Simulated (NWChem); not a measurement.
System: NiBrF, triplet; SMILES [F][Ni][Br]

This build's default masses of Se (78.918 u) and Br (79.917 u) are each other's, which moves their modes by up to 0.6 %. This spin state was assumed; another may lie lower.

Give the equilibrium geometry at PBE-D3(BJ)/def2-SVP, spin-unrestricted (NWChem) as a list of bonds and angles, with the point group.

point group C*v; any orientation.
Bonds (Å): Ni1–F2 1.720, Ni1–Br3 2.189. Bond angles (°): F2–Ni1–Br3 179.4.
